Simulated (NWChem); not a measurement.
# AlHSeCl$_{2}$; SMILES [Cl][Al]([Cl])[SeH]

```xyz
5

Al     0.0078    -0.5456     0.0000
Cl     1.8486    -1.5556     0.0000
Cl    -1.7738    -1.6615     0.0000
Se     0.0031     1.7640     0.0000
H     -1.4785     1.8065     0.0000
```
Atoms are numbered in this order, from 1.

All runs: NWChem. The geometry was optimised at B3LYP/6-31G* (spherical d). Ions are spin-unrestricted doublets at the neutral geometry; other ion states weren't tried.

For level BHandHLYP/def2-SVPD:

```yaml
vertical ionisation energy, ΔSCF (eV): 9.98
"−ε(HOMO) (eV)": 8.81
```

Question: What are these values for level Hartree-Fock/def2-SVPD?

Answer: 
| Quantity | Result |
|---|---|
| vertical ionisation energy, ΔSCF (eV) | 9.11 |
| −ε(HOMO) (eV) | 10.36 |
